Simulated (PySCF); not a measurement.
**Potential energy of CaH⁻ along the bond**

Set-up: Ca aug-cc-pVDZ-X2C, H aug-cc-pVDZ-DK; spin-free X2C with a Gaussian nucleus (PySCF 2.14). Energies in eV from Ca + H⁻ in their ground configurations at the same level. State: ¹Σ⁺ (singlet), closed shell.

```
R (Å)     M06    PBE0
1.802  -1.682  -1.814
1.885  -1.835  -1.950
1.969  -1.926  -2.028
2.032  -1.963  -2.057
2.095  -1.977  -2.066
2.158  -1.974  -2.058
2.242  -1.949  -2.028
2.346  -1.891  -1.966
2.472  -1.796  -1.869
2.640  -1.647  -1.720
```

Q: Put a parabola through the three lowest points of the M06 curve and estimate Re, k and ωe (reduced mass 0.983 u; 1 eV/Å² = 0.16022 mdyn/Å; ωe = 1302.8·√(k/μ) cm⁻¹).

A: Through R = 2.032, 2.095, 2.158 Å the second-order coefficient is 2.14 eV/Å², so Re ≈ 2.115 Å, k ≈ 0.686 mdyn/Å and ωe ≈ 1089 cm⁻¹. A polynomial fit of higher order to the unrounded M06 energies gives Re = 2.114 Å, k = 0.672 mdyn/Å, ωe = 1077 cm⁻¹; anharmonicity and rounding make the difference.

The higher-order fit for each curve: M06: Re = 2.114 Å, ωe = 1077 cm⁻¹, De = 1.98 eV; PBE0: Re = 2.094 Å, ωe = 1072 cm⁻¹, De = 2.07 eV.

For an ion De counts to the pair picked by the measured ionisation energies or electron affinities, which need not be the lowest pair at this level. The highest Kohn–Sham level is positive in this anion. Much of that is self-interaction error, but it also means that the finite basis helps to hold the extra electron.
